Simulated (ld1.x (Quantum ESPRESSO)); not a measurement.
## Cutoff test, C (Z = 6), ultrasoft

ld1.x (Quantum ESPRESSO) 7.5 input, shortened:

```
&input
   title='C', zed=6., rel=0, dft='PBE', iswitch=3,
   config='[He] 2s2 2p1 3d-2'
 /
 &inputp
   pseudotype=3, tm=.true., lloc=2,
   nlcc=.true., new_core_ps=.true.,
   which_augfun='PSQ', rmatch_augfun=0.55
 /
5
2S  1  0   2.00   0.00  0.70  0.85  0.0
2S  1  0   0.00   0.95  0.70  0.85  0.0
2P  2  1   1.00   0.00  1.90  2.40  0.0
2P  2  1   0.00   2.10  1.90  2.40  0.0
3D  3  2  -2.00  -0.15  2.25  2.25  0.0
 &test
   configts(1)='2s2 2p1'
 /
```

The pseudo-atom Hamiltonian at the reference potential is diagonalised in spherical Bessel functions j_l(qr) that vanish at 20 bohr, with q² up to the cutoff. All-electron valence levels (Ry): 2s -1.8922, 2p -1.2501.

Q: How do the lowest levels (Ry) of each channel move with the cutoff, and are there ghosts?

A:

```
cutoff (Ry)     s #1     p #1     d #1     d #2     f #1  Σ f·Δε (mRy)
          8  -1.6272  -1.2029  -0.1504  -0.0518  -0.0435         577.3
         15  -1.7241  -1.2499  -0.1510  -0.0523  -0.0435         336.4
         25  -1.8298  -1.2501  -0.1511  -0.0524  -0.0435         124.8
         40  -1.8841  -1.2501  -0.1511  -0.0524  -0.0435          16.2
         55  -1.8915  -1.2501  -0.1511  -0.0524  -0.0435           1.5
         80  -1.8920  -1.2501  -0.1511  -0.0524  -0.0435           0.5
        400  -1.8922  -1.2501  -0.1511  -0.0524  -0.0435           0.0
```

Result: no extra level below or beside the all-electron valence levels (s, p, d, f tested); 10 mRy is reached at 45 Ry and 1 mRy at 60 Ry.

Test run stopped at test 1 of 7 (negative rho).
